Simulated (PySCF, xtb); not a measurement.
Si(OH)3(SH) (H₄O₃SSi), SMILES O[Si](O)(S)O.

xtb 6.7.1 with GFN2-xTB at its own geometry gives an orbital gap of 5.54 eV and a dipole moment of 2.62 D.

The structure is a stationary point at B3LYP-D3(BJ)/def2-SVP. Other conformers were not sampled.

Q: What does PySCF with PBE/def2-TZVP give? (The exact figures need the calculation; the answer reports its results.)

A: gap 5.69 eV (levels -6.32 and -0.63 eV), dipole 0.79 D.
